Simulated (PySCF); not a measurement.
## Deuteron quadrupole couplings in `C=CO[Si@](O)([SiH3])C(=C)C`

Compound: C5H12O2Si2.
Numbering: `[CH2:1]=[CH:2][O:3][Si@:4]([OH:5])([SiH3:6])[C:7](=[CH2:8])[CH3:9]` (hydrogens: H10, H11 on C1; H12 on C2; H13 on O5; H14, H15, H16 on Si6; H17, H18 on C8; H19, H20, H21 on C9)

Cartesian coordinates in Å at the GFN2-xTB level; atoms count from 1:
```
atom  x, y, z in Å
C1     3.544   -0.660    0.806
C2     2.582   -0.096    0.096
O3     1.289   -0.441    0.227
Si4   -0.051    0.174   -0.504
O5    -0.018   -0.129   -2.116
Si6   -0.204    2.468   -0.463
C7    -1.425   -0.811    0.342
C8    -1.218   -1.761    1.242
C9    -2.809   -0.421   -0.080
H10    3.328   -1.424    1.532
H11    4.569   -0.369    0.674
H12    2.790    0.674   -0.639
H13    0.086   -1.012   -2.468
H14    1.083    3.151   -0.659
H15   -0.721    2.951    0.826
H16   -1.108    2.992   -1.492
H17   -0.224   -2.033    1.552
H18   -2.030   -2.303    1.705
H19   -3.002    0.616    0.194
H20   -2.906   -0.494   -1.162
H21   -3.563   -1.053    0.386
```

Level: PBE0/pcSseg-1 (PySCF, non-relativistic); Q(2H) = 0.00286 b; rigid geometry, the same for H and D, with no vibrational averaging.

Problem. Rank these positions by the coupling χzz of a deuteron there, largest first.
A. H14 (Si–H hydrogen)
B. H20 (methyl hydrogen)
C. H11 (vinylic hydrogen)
D. H18 (vinylic hydrogen)
E. H13 (hydroxyl hydrogen)

Solution. E (339 kHz), C (233 kHz), D (222 kHz), B (209 kHz), A (108 kHz).

Problem. What are Vzz, η and χzz (234.96 MHz × Q × Vzz) at all hydrogens?

Solution. 
```
atom  bonded to  bond length (Å)  Vzz (au)     η  χzz (kHz)
 H10         C1            1.075    0.3433  0.06        231
 H11         C1            1.073    0.3468  0.07        233
 H12         C2            1.085    0.3110  0.12        209
 H13         O5            0.956    0.5042  0.05        339
 H14        Si6            1.470    0.1605  0.01        108
 H15        Si6            1.470    0.1605  0.00        108
 H16        Si6            1.466    0.1635  0.01        110
 H17         C8            1.076    0.3353  0.03        225
 H18         C8            1.081    0.3297  0.04        222
 H19         C9            1.090    0.3109  0.04        209
 H20         C9            1.089    0.3108  0.03        209
 H21         C9            1.088    0.3137  0.03        211
```

Problem. Average by the element that carries the hydrogen.

Solution. on C: 219 kHz over 8 positions, mean bond length 1.082 Å; on O: 339 kHz over 1 position, mean bond length 0.956 Å; on Si: 109 kHz over 3 positions, mean bond length 1.469 Å.

Problem. How does χzz go with the bond length over the 8 C–H bonds?

Solution. A straight-line fit has a slope of -14.9 kHz for each 0.01 Å, with a correlation coefficient of -0.97, over lengths from 1.073 to 1.090 Å. The longer bonds have the smaller couplings here.

Problem. Give the 2H NMR doublet splittings at H16 for a magnetic field along the z, y and x axes of the gradient: 3χ/2, 3χ(1 + η)/4, 3χ(1 − η)/4.

Solution. With |χ| = 109.9 kHz and η = 0.013: 165, 83 and 81 kHz, to first order and without motion.

Geometry: GFN2-xTB, one conformer, isolated molecule. GFN2-xTB frequencies show an imaginary mode (26i cm⁻¹), so this geometry is no minimum at that level. GFN2-xTB bond lengths can be off by several hundredths of an ångström, more for odd bonds, and the gradients follow them. The basis is small and wasn't made for field gradients, so the couplings can be 20 % off.

The run behind these numbers computed NMR shieldings as well. Hardware: an Arm Neoverse V1 with one thread, no GPU, shared host. Cost: 69 s wall, 1.1 GiB resident at most.
